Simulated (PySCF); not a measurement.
# Calculated NMR data

[PySCF 2.14.0 with density-fitted response routines: PBE0/pcSseg-1 with gauge-including orbitals; GFN2-xTB structure; one computed conformer; no relativistic terms; no solvent model; rapidly exchanging positions averaged]

Scale: ¹H (σ = 31.72 ppm), ¹³C (σ = 186.93 ppm) against TMS (reference shieldings calculated alike). Where no couplings were computed, multiplicities follow the n + 1 count of equivalent neighbours, and m marks all less simple cases (inequivalent or close neighbours, rings, F or P nearby). Shifts are as computed. Against solution values, carbons near 30 ppm lie about +3 ppm off and those near 130 ppm about +5 ppm (rms about the fit 2.1 ppm; single classes can miss by 10 ppm). Of 1328 compounds with measured shifts, 309 miss one by over three times the rms of a fit or turn the order of signals round; such compounds aren't used in these exercises. Signals without a measured value on file couldn't be tested in this way; 1H shifts scatter by 0.2 ppm about their fit, and single ones miss by 0.5 ppm.

Compound 1 (C$_{8}$H$_{7}$N). ¹H NMR (600 MHz, computed): δ 7.96 (d, 1H), 7.73 (m, 1H), 7.60 (m, 1H), 7.55 (m, 1H), 2.72 (s, 3H). ¹³C{¹H} NMR (computed): δ 150.2, 140.7, 138.0, 135.0, 131.5, 123.6, 117.5, 24.1. Structure: o-tolunitrile.

Compound 2 (C$_{8}$H$_{7}$N). ¹H NMR (600 MHz, computed): δ 7.16 (s, 1H), 5.31 (m, 1H), 5.30 (m, 1H), 5.17 (m, 1H), 5.07 (m, 1H), 3.31 (s, 2H). ¹³C{¹H} NMR (computed): δ 157.2 (C), 154.2 (C), 153.4 (CH), 153.4 (C), 119.2 (C), 101.9 (CH2), 101.6 (CH2), 17.4 (CH2). Structure: `C=C1C=C(CC#N)C1=C`.
